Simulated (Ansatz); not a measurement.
Harmonic vibrations of CH₄OSn, SMILES `O=[CH][SnH3]` by finite differences.

```yaml
crystal:
  periodic: [false, false, false]
  atoms:
    - {symbol: O, position_ang: [-0.836422, -1.658074, 1.209409]}
    - {symbol: C, position_ang: [-0.386781, -1.270270, 0.170218]}
    - {symbol: Sn, position_ang: [0.268689, 0.820801, -0.120968]}
    - {symbol: H, position_ang: [-0.288301, -1.974627, -0.690494]}
    - {symbol: H, position_ang: [-0.625395, 1.511556, -1.402049]}
    - {symbol: H, position_ang: [0.005313, 1.670223, 1.329371]}
    - {symbol: H, position_ang: [1.924199, 0.832392, -0.541287]}
basis:
  gaussian: {orbitals: def2-TZVP}
hamiltonian: {xc: pbe0, dispersion: d4}
phonons: {temperatures: {t_min: 298.15, t_max: 900, t_step: 200}}
```

```sh
$ ansatz run in.yaml --threads 2 --pin off --events-out ev --progress --plain --max-ram 4352MiB
```

Shortened log:

```
Functional definition: PBE0
mean field -8976.92522711 eV, -329.8959173178 hartree, gradient 4.1e-5 eV, S^2 0.000000; 0 other end points of the search recorded, 0 dependent functions left out
mean field -8976.92518177 eV, -329.8959156517 hartree, gradient 2.7e-6 eV, S^2 0.000000; 0 other end points of the search recorded, 0 dependent functions left out
mean field -8976.92518993 eV, -329.8959159513 hartree, gradient 2.7e-6 eV, S^2 0.000000; 0 other end points of the search recorded, 0 dependent functions left out
mean field -8976.92516512 eV, -329.8959150398 hartree, gradient 2.7e-6 eV, S^2 0.000000; 0 other end points of the search recorded, 0 dependent functions left out
mean field -8976.92520391 eV, -329.8959164651 hartree, gradient 2.7e-6 eV, S^2 0.000000; 0 other end points of the search recorded, 0 dependent functions left out
mean field -8976.92501832 eV, -329.8959096449 hartree, gradient 2.7e-6 eV, S^2 0.000000; 0 other end points of the search recorded, 0 dependent functions left out
mean field -8976.92502382 eV, -329.8959098471 hartree, gradient 2.7e-6 eV, S^2 0.000000; 0 other end points of the search recorded, 0 dependent functions left out
mean field -8976.92515788 eV, -329.8959147735 hartree, gradient 2.7e-6 eV, S^2 0.000000; 0 other end points of the search recorded, 0 dependent functions left out
mean field -8976.92516089 eV, -329.8959148842 hartree, gradient 2.7e-6 eV, S^2 0.000000; 0 other end points of the search recorded, 0 dependent functions left out
mean field -8976.92509991 eV, -329.8959126432 hartree, gradient 2.7e-6 eV, S^2 0.000000; 0 other end points of the search recorded, 0 dependent functions left out
mean field -8976.92511616 eV, -329.8959132403 hartree, gradient 2.7e-6 eV, S^2 0.000000; 0 other end points of the search recorded, 0 dependent functions left out
mean field -8976.92498636 eV, -329.8959084705 hartree, gradient 2.7e-6 eV, S^2 0.000000; 0 other end points of the search recorded, 0 dependent functions left out
mean field -8976.92499008 eV, -329.8959086071 hartree, gradient 2.7e-6 eV, S^2 0.000000; 0 other end points of the search recorded, 0 dependent functions left out
mean field -8976.92516685 eV, -329.8959151032 hartree, gradient 2.7e-6 eV, S^2 0.000000; 0 other end points of the search recorded, 0 dependent functions left out
mean field -8976.92516024 eV, -329.8959148605 hartree, gradient 2.7e-6 eV, S^2 0.000000; 0 other end points of the search recorded, 0 dependent functions left out
mean field -8976.92518298 eV, -329.8959156962 hartree, gradient 2.7e-6 eV, S^2 0.000000; 0 other end points of the search recorded, 0 dependent functions left out
mean field -8976.92515831 eV, -329.8959147893 hartree, gradient 2.7e-6 eV, S^2 0.000000; 0 other end points of the search recorded, 0 dependent functions left out
mean field -8976.92515143 eV, -329.8959145365 hartree, gradient 2.7e-6 eV, S^2 0.000000; 0 other end points of the search recorded, 0 dependent functions left out
mean field -8976.92516275 eV, -329.8959149527 hartree, gradient 2.7e-6 eV, S^2 0.000000; 0 other end points of the search recorded, 0 dependent functions left out
mean field -8976.92521459 eV, -329.8959168578 hartree, gradient 2.7e-6 eV, S^2 0.000000; 0 other end points of the search recorded, 0 dependent functions left out
mean field -8976.92522488 eV, -329.8959172359 hartree, gradient 2.7e-6 eV, S^2 0.000000; 0 other end points of the search recorded, 0 dependent functions left out
mean field -8976.92517996 eV, -329.8959155852 hartree, gradient 2.7e-6 eV, S^2 0.000000; 0 other end points of the search recorded, 0 dependent functions left out
mean field -8976.92518711 eV, -329.8959158477 hartree, gradient 2.7e-6 eV, S^2 0.000000; 0 other end points of the search recorded, 0 dependent functions left out
mean field -8976.92518241 eV, -329.8959156752 hartree, gradient 2.7e-6 eV, S^2 0.000000; 0 other end points of the search recorded, 0 dependent functions left out
mean field -8976.92515616 eV, -329.8959147105 hartree, gradient 2.7e-6 eV, S^2 0.000000; 0 other end points of the search recorded, 0 dependent functions left out
mean field -8976.92521079 eV, -329.8959167182 hartree, gradient 2.7e-6 eV, S^2 0.000000; 0 other end points of the search recorded, 0 dependent functions left out
mean field -8976.92521450 eV, -329.8959168542 hartree, gradient 2.7e-6 eV, S^2 0.000000; 0 other end points of the search recorded, 0 dependent functions left out
mean field -8976.92522422 eV, -329.8959172115 hartree, gradient 2.7e-6 eV, S^2 0.000000; 0 other end points of the search recorded, 0 dependent functions left out
mean field -8976.92521061 eV, -329.8959167114 hartree, gradient 2.7e-6 eV, S^2 0.000000; 0 other end points of the search recorded, 0 dependent functions left out
mean field -8976.92519597 eV, -329.8959161733 hartree, gradient 2.7e-6 eV, S^2 0.000000; 0 other end points of the search recorded, 0 dependent functions left out
mean field -8976.92520666 eV, -329.8959165663 hartree, gradient 2.7e-6 eV, S^2 0.000000; 0 other end points of the search recorded, 0 dependent functions left out
mean field -8976.92522360 eV, -329.8959171887 hartree, gradient 2.7e-6 eV, S^2 0.000000; 0 other end points of the search recorded, 0 dependent functions left out
mean field -8976.92522152 eV, -329.8959171124 hartree, gradient 2.7e-6 eV, S^2 0.000000; 0 other end points of the search recorded, 0 dependent functions left out
mean field -8976.92522149 eV, -329.8959171112 hartree, gradient 2.7e-6 eV, S^2 0.000000; 0 other end points of the search recorded, 0 dependent functions left out
mean field -8976.92520591 eV, -329.8959165387 hartree, gradient 2.7e-6 eV, S^2 0.000000; 0 other end points of the search recorded, 0 dependent functions left out
mean field -8976.92519844 eV, -329.8959162643 hartree, gradient 2.7e-6 eV, S^2 0.000000; 0 other end points of the search recorded, 0 dependent functions left out
mean field -8976.92518907 eV, -329.8959159199 hartree, gradient 2.7e-6 eV, S^2 0.000000; 0 other end points of the search recorded, 0 dependent functions left out
mean field -8976.92519457 eV, -329.8959161221 hartree, gradient 2.7e-6 eV, S^2 0.000000; 0 other end points of the search recorded, 0 dependent functions left out
mean field -8976.92517806 eV, -329.8959155152 hartree, gradient 2.7e-6 eV, S^2 0.000000; 0 other end points of the search recorded, 0 dependent functions left out
mean field -8976.92522802 eV, -329.8959173514 hartree, gradient 2.7e-6 eV, S^2 0.000000; 0 other end points of the search recorded, 0 dependent functions left out
mean field -8976.92521976 eV, -329.8959170475 hartree, gradient 2.7e-6 eV, S^2 0.000000; 0 other end points of the search recorded, 0 dependent functions left out
mean field -8976.92521905 eV, -329.8959170215 hartree, gradient 2.7e-6 eV, S^2 0.000000; 0 other end points of the search recorded, 0 dependent functions left out
mean field -8976.92522328 eV, -329.8959171771 hartree, gradient 2.7e-6 eV, S^2 0.000000; 0 other end points of the search recorded, 0 dependent functions left out
Total energy: -8977.01973935 eV, -329.8993905785 hartree
Atom 0 at    -0.836422    -1.658074     1.209409 Å, force     0.000968    -0.001117    -0.004007 eV/Å
Atom 1 at    -0.386781    -1.270270     0.170218 Å, force     0.000684     0.001164    -0.000796 eV/Å
Atom 2 at     0.268689     0.820801    -0.120968 Å, force    -0.000881    -0.000796    -0.000028 eV/Å
Atom 3 at    -0.288301    -1.974627    -0.690494 Å, force    -0.001289     0.000629     0.004654 eV/Å
Atom 4 at    -0.625395     1.511556    -1.402049 Å, force     0.000165    -0.000008     0.000113 eV/Å
Atom 5 at     0.005313     1.670223     1.329371 Å, force     0.000227     0.000133     0.000041 eV/Å
Atom 6 at     1.924199     0.832392    -0.541287 Å, force     0.000126    -0.000006     0.000023 eV/Å
Dipole moment:     0.153105     0.134036    -0.352015 e Å
Vibrations: 47.80 225.43 352.86 379.36 587.19 662.53 710.90 722.36 838.16 1368.06 1791.12 1935.16 1940.60 1969.08 2818.06 cm⁻¹, zero-point energy 1.013488 eV
```

It took 78 s on 2 threads of an Arm Neoverse V1 on a shared host, with 0.25 GiB of host memory at the peak.
